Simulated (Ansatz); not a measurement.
Ru₃H₃⁺, relaxed as a singlet with RKS PBE0-D4/def2-TZVP in Ansatz, starting from the GFN1-xTB geometry. Force threshold 0.02 eV/Å.

In the def2 sets Ru takes a core potential; there is no spin–orbit coupling. The restricted singlet is unstable: a solution with broken spin symmetry lies lower. The relaxation made no stability test and no search for a lower SCF solution. At PBE0-D4/def2-TZVP a quintet of charge 1 lies 1.31 eV below the restricted singlet, each at its own geometry. The structure comes from a short search, and lower isomers may exist.

Start:

Cartesian coordinates in Å:
```
Ru -0.021 0.381 -1.575
Ru 0.617 0.978 0.606
Ru -0.895 -0.807 0.170
H -0.519 -2.315 -0.029
H 1.164 1.587 -0.893
H -0.346 0.176 1.722
```

(1) Estimate the energy that the relaxation releases and the steps that it takes.

(2) Does the start keep its bonding?

(3) Predict the relaxed structure.

## Answers

(1) 1.45 eV, in 20 steps; 64 s on 4 threads of Arm Neoverse V1 on a shared host. No frequencies were taken in this run, so the end may be a saddle point.

(2) Bonds lost: Ru1–H5 (atoms count from 1).

(3) 
Cartesian coordinates in Å:
```
Ru 0.400 -0.271 -1.594
Ru 1.070 0.602 0.341
Ru -1.151 -0.548 -0.022
H -0.436 -1.904 0.217
H 0.434 1.904 -0.215
H -0.318 0.217 1.272
```
Bond lengths (bridged metal pairs left out): 2 × Ru–Ru 2.23 Å; 4 × H–Ru 1.55 to 1.72 Å.
